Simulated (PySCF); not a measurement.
# Carbon: a sound run and one with changed settings

Sound run: C⁺ [He] 2s2 2p1, C²⁺ [He] 2s2. Calculation: PySCF 2.14, in 6-31G*; the non-relativistic Hamiltonian (point nucleus). In the sound run the correlated levels freeze 1s2. The sound run starts from symmetry-adapted Hartree-Fock orbitals and uses a fine grid where one is needed.

A second run was set up differently.

| species | method | sound run (hartree) | changed run (hartree) | converged |
| --- | --- | --- | --- | --- |
| C⁺ | UHF | -37.28672 | -37.28672 | yes |
| C⁺ | M06-L | -37.41638 | -37.41638 | yes |
| C⁺ | PBE | -37.36290 | -37.36290 | yes |
| C⁺ | MP2 | -37.32942 | -37.31693 | yes |
| C⁺ | CCSD(T) | -37.35440 | -37.35440 | yes |
| C²⁺ | UHF | -36.39726 | -36.39726 | yes |
| C²⁺ | M06-L | -36.50200 | -36.50200 | yes |
| C²⁺ | PBE | -36.44740 | -36.44740 | yes |
| C²⁺ | MP2 | -36.43770 | -36.42392 | yes |
| C²⁺ | CCSD(T) | -36.46938 | -36.46938 | yes |

Ionisation energy of C⁺:

```
 method  sound run (eV)  changed run (eV)
    UHF          24.203            24.203
  M06-L          24.882            24.882
    PBE          24.912            24.912
    MP2          24.265            24.300
SCS-MP2          24.219            24.275
   CCSD          24.063            24.063
CCSD(T)          24.083            24.083
```

What was changed?
A. basis contracted for another Hamiltonian
B. level shift left on
C. all electrons correlated in a valence basis
D. minimal basis

B. It used initial guess atom, at most 50 SCF cycles, level shift 0.5 hartree. A level shift leaves the converged SCF energy unchanged but raises the virtual orbital energies, which shrinks MP2 if it is not removed.
